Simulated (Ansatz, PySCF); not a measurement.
C7H9O (SMILES C[OH+]c1ccccc1), charge +1, singlet, geometry from GFN2-xTB. Base run: MP2/STO-3G in PySCF.

PySCF was given this input:
```python
from pyscf import gto, scf, mp

mol = gto.Mole()
mol.atom = '''
    C     2.68581111    0.47233117   -0.23426577
    O     1.70989725    0.21900805    0.81386579
    C     0.34471567    0.03250646    0.32907195
    C     0.01222459   -1.19816702   -0.20327298
    C    -1.28799653   -1.38978475   -0.64407141
    C    -2.21537241   -0.36423910   -0.54765958
    C    -1.85671093    0.86026071   -0.00676033
    C    -0.56031393    1.07014763    0.43843242
    H     3.66463036    0.55667222    0.23538758
    H     2.67916004   -0.38406176   -0.90637054
    H     2.44929023    1.37869168   -0.79224115
    H     1.70573102    0.97635760    1.43676038
    H     0.74141377   -1.99032729   -0.25934878
    H    -1.57168239   -2.34338551   -1.05898733
    H    -3.22491764   -0.52078929   -0.89251364
    H    -2.58071358    1.65504338    0.07210182
    H    -0.27623520    2.02140386    0.86543975
'''
mol.basis = 'sto-3g'
mol.charge = 1
mol.verbose = 3
mol.build()

mf = scf.RHF(mol)
mf.kernel()

pt = mp.MP2(mf)
pt.kernel()
print('E(MP2) = %.10f' % pt.e_tot)
```

The same geometry, method and basis name were run in Ansatz (a program for electronic structure) and PySCF, at each program's defaults and at the settings that a row names. The base is PySCF at its defaults. Differences at the defaults can come from grids, fitting, cores and function types together.

```
code and settings                                                                 ΔE vs base (µEh)  basis functions      E (Eh)  SCF cycles
--------------------------------------------------------------------------------  ----------------  ---------------  ----------  ----------
PySCF, defaults (exact integrals, spherical functions, all electrons correlated)               0.0               49  -341.14971          10
Ansatz, defaults (factorised integrals, spherical functions, frozen core)                     3493               49  -341.14622           -
PySCF, frozen core                                                                            3447               49  -341.14627          10
Ansatz, high accuracy, frozen core                                                            3447               49  -341.14627           -
```
